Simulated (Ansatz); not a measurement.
`Br/C=C/I` and `CB/C=C/Br` differ in one atom or group.

Ansatz, PBE0-D4/def2-TZVP geometries, multiplicity 1. Each molecule was computed in one conformer, which needn't be the lowest.

Elements past krypton have def2 core potentials. Scalar relativity is left out up to krypton. Spin–orbit coupling is left out; it splits and shifts lone-pair levels of the heavy atoms by tenths of an eV.

| property | `Br/C=C/I` |
| --- | --- |
| HOMO energy (B3LYP/def2-TZVPP) / eV | -6.83 |
| LUMO energy (B3LYP/def2-TZVPP) / eV | -1.41 |
| HOMO–LUMO gap (PBE/def2-TZVPP) / eV | 3.88 |
| HOMO–LUMO gap (ωB97M-V/def2-TZVPP) / eV | 9.96 |
| LUMO energy (PBE0/def2-TZVPP) / eV | -1.18 |
| size of the dipole moment (PBE/def2-TZVPP) / D | 0.24 |

Question: Give the same properties after the change, and the shifts. (Best estimate.)

Answer: The calculation gave: 
| property | `CB/C=C/Br` | shift |
| --- | --- | --- |
| HOMO energy (B3LYP/def2-TZVPP) / eV | -7.51 | -0.68 |
| LUMO energy (B3LYP/def2-TZVPP) / eV | -2.20 | -0.79 |
| HOMO–LUMO gap (PBE/def2-TZVPP) / eV | 3.76 | -0.12 |
| HOMO–LUMO gap (ωB97M-V/def2-TZVPP) / eV | 9.83 | -0.13 |
| LUMO energy (PBE0/def2-TZVPP) / eV | -2.02 | -0.84 |
| size of the dipole moment (PBE/def2-TZVPP) / D | 0.76 | 0.52 |

With PBE0 the HOMO falls by 0.68 eV and the LUMO falls by 0.84 eV, so the gap narrows by about 0.16 eV. PBE moves the HOMO by -0.70 eV and ωB97M-V by -0.71 eV. Dipoles are sizes alone; their direction can turn.

B3LYP here is the variant with VWN-RPA as its local correlation; programs differ in this.
